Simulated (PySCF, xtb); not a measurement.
Te(H)(Me) (CH₄Te), SMILES C[TeH].

GFN2-xTB (xtb 6.7.1) at its own geometry gives an orbital gap of 4.31 eV and a dipole moment of 0.87 D.

Geometry optimised at B3LYP-D3(BJ)/def2-TZVP. The def2 effective core potentials stand for the cores of Te; spin–orbit coupling is left out.

Q: What does B3LYP/def2-TZVPD (PySCF) give? (The exact figures need the calculation; the answer reports its results.)

A: gap 4.82 eV (levels -5.89 and -1.07 eV), dipole 1.11 D.
